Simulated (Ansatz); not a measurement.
`O[Si](F)(F)[SiH3]` + `[SiH3]SS` → `[SiH3]SS[SiH3]` + `O[SiH](F)F`  (cleavage of the Si–Si bond)

Program: Ansatz. Geometries: PBE0-D4/def2-TZVP. ΔE: electronic, gas phase. CBS: MP2 limit from def2 TZ/QZ plus the TZ coupled-cluster correction, frozen cores. This one scheme is used for every species. Functionals use def2-TZVPP. B3LYP here is the variant with VWN-RPA as its local correlation; programs differ in this. One conformer a species, not always the lowest.

**Question.** Is it downhill or uphill in electronic energy at CCSD(T)/CBS, and by how much? (Best estimate.)

**Answer.** Computed: Downhill: ΔE = -72.7 kJ/mol.

**Question.** What do these levels give: B3LYP-D4, ωB97X-V, B2PLYP, PBE, B3LYP, HF/def2-TZVPP, MP2/def2-TZVPP, CCSD/def2-TZVPP, CCSD(T)/def2-TZVPP, HF/def2-QZVPP, MP2/def2-QZVPP, CCSD/CBS(def2)? (An estimate is asked.)

**Answer.** Computed: B3LYP-D4 -66.0, ωB97X-V -63.8, B2PLYP -69.2, PBE -54.5, B3LYP -60.8, HF/def2-TZVPP -71.9, MP2/def2-TZVPP -82.6, CCSD/def2-TZVPP -68.9, CCSD(T)/def2-TZVPP -70.2, HF/def2-QZVPP -72.4, MP2/def2-QZVPP -84.2, CCSD/CBS(def2) -71.3 kJ/mol.

Largest T1 diagnostic among the species: 0.013.

The D4 term adds −5.3 kJ/mol with B3LYP and −2.8 kJ/mol with PBE0; it sums over pairs of atoms, weighted by their polarisabilities, and B3LYP, whose exchange is more repulsive, gets the larger term. From PBE to PBE0 (25 % exact exchange), in def2-TZVPP and without D4, ΔE moves by −5.2 kJ/mol.
